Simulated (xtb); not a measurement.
CCl$_{4}$, charge +1, doublet, at a GFN2-xTB geometry (a state made from the parent by changing its charge; the spin is typed, not shown lowest), atoms displaced at random by about 0.02 Å a coordinate; GFN2-xTB (xtb 6.7.1).

Input for xtb:
```
$ xtb mol.xyz --gfn 2 --chrg 1 --uhf 1 --opt --input xcontrol --json

# file mol.xyz
5

Cl     1.39571689    -1.12973331    -0.13312242
C      0.02192290    -0.01254333     0.03176603
Cl     0.65191071     1.67927474    -0.08061787
Cl    -1.07950287    -0.26301566    -1.39998827
Cl    -0.89392481    -0.28071783     1.50742768

# file xcontrol
$opt
  engine=lbfgs
$end
```

**Question.** Write the output that xtb gives for this input, abridged.

**Answer.** 
```
   ID    Z sym.   atoms
    1   17 Cl     1, 3-5
    2    6 C      2

           -------------------------------------------------
          |                Calculation Setup                |
           -------------------------------------------------

           -------------------------------------------------
          |                 G F N 2 - x T B                 |
           -------------------------------------------------

          ...................................................
          :                      SETUP                      :
          :.................................................:
          :  # basis functions                  44          :
          :  # atomic orbitals                  40          :
          :  # shells                           14          :
          :  # electrons                        31          :
          :  max. iterations                   250          :
          :  Hamiltonian                  GFN2-xTB          :
          :  restarted?                      false          :
          :  GBSA solvation                  false          :
          :  PC potential                    false          :
          :  electronic temp.          300.0000000     K    :
          :  accuracy                    1.0000000          :
          :  -> integral cutoff          0.2500000E+02      :
          :  -> integral neglect         0.1000000E-07      :
          :  -> SCF convergence          0.1000000E-05 Eh   :
          :  -> wf. convergence          0.1000000E-03 e    :
          :  Broyden damping             0.4000000          :
          :  net charge                          1          :
          :  unpaired electrons                  1          :
          ...................................................

 iter      E             dE          RMSdq      gap      omega  full diag
   1    -19.7715398 -0.197715E+02  0.445E+00    4.95       0.0  T
   2    -19.7713355  0.204286E-03  0.282E+00    4.92       1.0  T
   3    -19.7338546  0.374809E-01  0.342E+00    4.84       1.0  T
   4    -19.7531485 -0.192939E-01  0.263E+00    4.89       1.0  T
   5    -19.7704331 -0.172846E-01  0.765E-01    4.96       1.0  T
   6    -19.7703451  0.880449E-04  0.820E-01    4.94       1.0  T
   7    -19.7720195 -0.167437E-02  0.389E-01    4.95       1.0  T
   8    -19.7722854 -0.265897E-03  0.193E-01    4.95       1.0  T
   9    -19.7721084  0.176947E-03  0.253E-01    4.96       1.0  T
  10    -19.7722234 -0.115029E-03  0.173E-01    4.97       1.0  T
  11    -19.7722856 -0.622041E-04  0.952E-02    4.97       1.0  T
  12    -19.7723098 -0.241202E-04  0.182E-02    4.96       2.5  T
  13    -19.7723102 -0.416915E-06  0.113E-02    4.96       4.0  T
  14    -19.7723055  0.465094E-05  0.405E-02    4.96       1.1  T
  15    -19.7723092 -0.371285E-05  0.214E-02    4.96       2.1  T
  16    -19.7723105 -0.130267E-05  0.521E-03    4.97       8.6  T
  17    -19.7723106 -0.802554E-07  0.125E-03    4.97      35.9  T
  18    -19.7723106 -0.291078E-08  0.616E-04    4.97      72.6  T
  19    -19.7723106 -0.891525E-09  0.254E-04    4.97     176.3  T

   *** convergence criteria satisfied after 19 iterations ***

         :::::::::::::::::::::::::::::::::::::::::::::::::::::
         ::                     SUMMARY                     ::
         :::::::::::::::::::::::::::::::::::::::::::::::::::::
         :: total energy             -19.758172619986 Eh    ::
         :: gradient norm              0.013704701247 Eh/a0 ::
         :: HOMO-LUMO gap              4.965234168405 eV    ::
         ::.................................................::
         :: SCC energy               -19.772309340461 Eh    ::
         :: -> isotropic ES            0.122533908657 Eh    ::
         :: -> anisotropic ES         -0.002735969420 Eh    ::
         :: -> anisotropic XC         -0.001349841040 Eh    ::
         :: -> dispersion             -0.005532468966 Eh    ::
         :: repulsion energy           0.014136720475 Eh    ::
         :: add. restraining           0.000000000000 Eh    ::
         :: total charge               1.000000000002 e     ::
         :::::::::::::::::::::::::::::::::::::::::::::::::::::

      -----------------------------------------------------------
     |                       L-ANC optimizer                     |
      -----------------------------------------------------------
          low memory version by Sebastian Ehlert

          ...................................................
          :                      SETUP                      :
          :.................................................:
          :   energy convergence        0.5000000E-05 Eh    :
          :   grad. convergence         0.1000000E-02 Eh/a0 :
          :   optimization log               true           :
          :   writing optlog all                1     steps :
          :   Hessian reset                    20     steps :
          :   maximium step len.        1.0000000     a0    :
          :   LBFGS images                     20           :
          ...................................................
 * calculating model hessian...
Using Lindh-Hessian (1995)
 Shifting diagonal of input Hessian by    1.0000000000000000E-002
 Lowest  eigenvalues of input Hessian
    0.000000    0.000000    0.000000    0.000000    0.000000    0.000000
    0.042514    0.045790    0.057945    0.060172    0.063743    0.416860
    0.902524    0.999296    1.131331
 Highest eigenvalues
    0.060172    0.063743    0.416860    0.902524    0.999296    1.131331

........................................................................
.............................. CYCLE    1 ..............................
........................................................................

 iter      E             dE          RMSdq      gap      omega  full diag
   1    -19.7724255 -0.197724E+02  0.560E-01    5.00       0.0  T
[...]
 * total energy  :   -19.7585487 Eh     change       -0.3760788E-03 Eh
 * total energy  :   -19.7587229 Eh     change       -0.1741933E-03 Eh
 * total energy  :   -19.7588383 Eh     change       -0.1154384E-03 Eh
 * total energy  :   -19.7588609 Eh     change       -0.2260505E-04 Eh
 * total energy  :   -19.7588679 Eh     change       -0.6963679E-05 Eh
 * total energy  :   -19.7588691 Eh     change       -0.1160749E-05 Eh
   *** GEOMETRY OPTIMIZATION CONVERGED AFTER 6 CYCLES ***
[...]

 iter      E             dE          RMSdq      gap      omega  full diag
   1    -19.7733777 -0.197734E+02  0.171E-04    5.05       0.0  T
   2    -19.7733777  0.263116E-08  0.932E-04    5.05      48.0  T
   3    -19.7733777 -0.269600E-08  0.635E-05    5.05     704.4  T

   *** convergence criteria satisfied after 3 iterations ***

         :::::::::::::::::::::::::::::::::::::::::::::::::::::
         ::                     SUMMARY                     ::
         :::::::::::::::::::::::::::::::::::::::::::::::::::::
         :: total energy             -19.758869060149 Eh    ::
         :: gradient norm              0.000203845987 Eh/a0 ::
         :: HOMO-LUMO gap              5.046467318808 eV    ::
         ::.................................................::
         :: SCC energy               -19.773376438737 Eh    ::
         :: -> isotropic ES            0.122799568745 Eh    ::
         :: -> anisotropic ES         -0.002320289407 Eh    ::
         :: -> anisotropic XC         -0.000975010770 Eh    ::
         :: -> dispersion             -0.005535066419 Eh    ::
         :: repulsion energy           0.014507378588 Eh    ::
         :: add. restraining           0.000000000000 Eh    ::
         :: total charge               1.000000000000 e     ::
         :::::::::::::::::::::::::::::::::::::::::::::::::::::

           -------------------------------------------------
          |                Property Printout                |
           -------------------------------------------------

    * Orbital Energies and Occupations

         #    Occupation            Energy/Eh            Energy/eV
      -------------------------------------------------------------
         1        2.0000           -1.2915177             -35.1440
       ...           ...                  ...                  ...
         4        2.0000           -1.2834689             -34.9250
         5        2.0000           -0.8773397             -23.8736
         6        2.0000           -0.7969242             -21.6854
         7        2.0000           -0.7969219             -21.6853
         8        2.0000           -0.7968900             -21.6845
         9        2.0000           -0.6918195             -18.8254
        10        2.0000           -0.6917462             -18.8234
        11        1.9997           -0.6751499             -18.3718
        12        1.9997           -0.6751202             -18.3710
        13        1.9997           -0.6750829             -18.3699
        14        1.6683           -0.6679426             -18.1756
        15        1.6678           -0.6679407             -18.1756
        16        1.6647           -0.6679274             -18.1752 (HOMO)
        17                         -0.4824731             -13.1288 (LUMO)
        18                         -0.4105915             -11.1728
        19                         -0.4105619             -11.1720
        20                         -0.4102189             -11.1626
        21                         -0.2399264              -6.5287
        22                         -0.2399135              -6.5284
        23                         -0.2374148              -6.4604
        24                         -0.2374114              -6.4603
        25                         -0.2374107              -6.4603
        26                         -0.2366977              -6.4409
        27                         -0.2366976              -6.4409
       ...                                ...                  ...
        40                         -0.0952880              -2.5929
      -------------------------------------------------------------
                  HL-Gap            0.1854543 Eh            5.0465 eV
             Fermi-level           -0.6212388 Eh          -16.9048 eV

     #   Z          covCN         q      C6AA      α(0)
     1  17 Cl       1.278     0.198    93.473    14.791
     2   6 C        3.549     0.207    18.202     6.239
     3  17 Cl       1.278     0.198    93.473    14.791
     4  17 Cl       1.279     0.198    93.472    14.791
     5  17 Cl       1.279     0.198    93.472    14.791

 Mol. C6AA /au·bohr⁶  :       1843.140338
 Mol. C8AA /au·bohr⁸  :      74368.424413
 Mol. α(0) /au        :         65.404286

Wiberg/Mayer (AO) data.
largest (>0.10) Wiberg bond orders for each atom

 ---------------------------------------------------------------------------
     #   Z sym  total        # sym  WBO       # sym  WBO       # sym  WBO
 ---------------------------------------------------------------------------
     1  17 Cl   1.214 --     2 C    0.985
     2   6 C    3.943 --     5 Cl   0.986     4 Cl   0.986     1 Cl   0.985
                             3 Cl   0.985
     3  17 Cl   1.214 --     2 C    0.985
     4  17 Cl   1.214 --     2 C    0.986
     5  17 Cl   1.214 --     2 C    0.986
 ---------------------------------------------------------------------------

Topologies differ in total number of bonds
Writing topology from bond orders to xtbtopo.mol

molecular dipole:
                 x           y           z       tot (Debye)
 q only:        0.036      -0.003      -0.028
   full:        0.037      -0.002      -0.028       0.119
molecular quadrupole (traceless):
                xx          xy          yy          xz          yz          zz
 q only:       -0.004      -0.002       0.001      -0.001       0.000       0.003
  q+dip:       -0.005      -0.004       0.006      -0.001       0.001      -0.001
   full:       -0.009      -0.005       0.008      -0.000       0.001       0.001

optimized geometry written to: xtbopt.xyz

           -------------------------------------------------
          | TOTAL ENERGY              -19.758869060149 Eh   |
          | GRADIENT NORM               0.000203845987 Eh/α |
          | HOMO-LUMO GAP               5.046467318808 eV   |
           -------------------------------------------------

normal termination of xtb
```
